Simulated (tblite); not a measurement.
Species: C7H16AlP.
SMILES with atom numbers: `[AlH3-:1][P@+:2]12[CH2:3][CH2:4][CH2:5][C@H:6]1[CH2:7][CH2:8][CH2:9]2` (hydrogens: H10, H11, H12 on Al1; H13, H14 on C3; H15, H16 on C4; H17, H18 on C5; H19 on C6; H20, H21 on C7; H22, H23 on C8; H24, H25 on C9)

Computed with GFN2-xTB (tblite), gas phase: L-BFGS steps from a force-field or distance-geometry start until the largest atomic force falls under 0.01 eV/Å.

Step 0: E = -727.9914 eV
```
atom  x, y, z in Å  |  force x, y, z in eV/Å
Al1     1.6885    1.3877    1.9792    1.183   1.337   2.466
P2      0.6789    0.4123    0.1626    1.282   0.398   0.992
C3      0.0772    1.5481   -1.0707   -0.485   0.539  -1.599
C4     -1.4442    1.5751   -0.8883   -0.586   0.206   0.751
C5     -1.8915    0.1627   -0.4422   -0.668   0.180  -0.799
C6     -0.8751   -0.3944    0.5550   -1.000  -0.423   0.239
C7     -0.6127   -1.8929    0.3789    0.101  -0.664   0.773
C8      0.4800   -2.0903   -0.6817   -0.533  -0.681  -0.608
C9      1.5515   -1.0279   -0.4982    0.239  -0.402  -0.634
H10     1.3924    2.9604    1.9515   -0.259  -0.252  -0.482
H11     3.2501    1.1220    1.9237   -0.153  -0.285  -0.462
H12     1.0710    0.7603    3.3196   -0.242  -0.269  -0.494
H13     0.4989    2.5645   -0.9243   -0.019  -0.572  -0.163
H14     0.3227    1.1645   -2.0876    0.006   0.384   0.385
H15    -1.9597    1.8832   -1.8145    0.175  -0.056   0.449
H16    -1.7054    2.2953   -0.0659    0.213  -0.506  -0.724
H17    -2.9022    0.2068    0.0090    0.436  -0.071  -0.325
H18    -1.9455   -0.4827   -1.3570    0.057   0.357   0.745
H19    -1.1822   -0.1511    1.6034    0.179  -0.176  -0.613
H20    -1.5376   -2.4393    0.1149    0.410   0.238   0.107
H21    -0.2476   -2.3044    1.3508   -0.203   0.218  -0.598
H22     0.0186   -1.9837   -1.6938    0.319  -0.164   0.620
H23     0.9231   -3.1033   -0.5958   -0.342   0.455  -0.188
H24     2.0375   -0.7811   -1.4605    0.079  -0.149   0.455
H25     2.3023   -1.3676    0.2412   -0.188   0.357  -0.292
```

Task: Estimate the geometry and energy of step 1. (The exact step hangs on the optimiser's Hessian estimate; all steps are aligned on step 0, rigid shifts and turns removed.)

Result: E = -728.2824 eV, largest force 2.437 eV/Å
```
atom  x, y, z in Å  |  force x, y, z in eV/Å
Al1     1.7054    1.4068    2.0144    0.952   1.074   1.970
P2      0.6972    0.4180    0.1767    0.515   0.396   0.491
C3      0.0703    1.5558   -1.0936   -0.432   0.082  -0.245
C4     -1.4526    1.5780   -0.8776   -0.165  -0.127  -0.005
C5     -1.9011    0.1652   -0.4536   -0.138   0.191  -0.121
C6     -0.8893   -0.4004    0.5584   -0.254  -0.219  -0.264
C7     -0.6112   -1.9023    0.3899    0.009  -0.126   0.012
C8      0.4724   -2.1001   -0.6904   -0.239  -0.136   0.056
C9      1.5549   -1.0336   -0.5073   -0.185  -0.355  -0.203
H10     1.3887    2.9568    1.9447   -0.239  -0.115  -0.404
H11     3.2480    1.1179    1.9171   -0.033  -0.256  -0.388
H12     1.0676    0.7564    3.3125   -0.243  -0.267  -0.331
H13     0.4986    2.5563   -0.9266    0.008  -0.316  -0.213
H14     0.3228    1.1700   -2.0821    0.052   0.188  -0.148
H15    -1.9572    1.8824   -1.8081    0.049  -0.001   0.382
H16    -1.7024    2.2881   -0.0762    0.080  -0.149  -0.240
H17    -2.8960    0.2058    0.0044    0.095  -0.048  -0.231
H18    -1.9447   -0.4776   -1.3464    0.016   0.130   0.292
H19    -1.1797   -0.1536    1.5947    0.001  -0.109  -0.290
H20    -1.5317   -2.4359    0.1164    0.217   0.066   0.105
H21    -0.2505   -2.3012    1.3422    0.004  -0.011  -0.090
H22     0.0232   -1.9861   -1.6850    0.050  -0.139   0.178
H23     0.9182   -3.0968   -0.5985   -0.214   0.100  -0.182
H24     2.0387   -0.7833   -1.4540    0.204  -0.085   0.119
H25     2.2996   -1.3625    0.2370   -0.110   0.228  -0.251
```

The energy changes by -0.2910 eV. The first-order estimate −F·Δx gives -0.3919 eV and the mean of the old and new forces, exact on a quadratic surface, -0.2907 eV. The step makes an angle of 0° with the force vector and moves no atom by more than 0.043 Å.
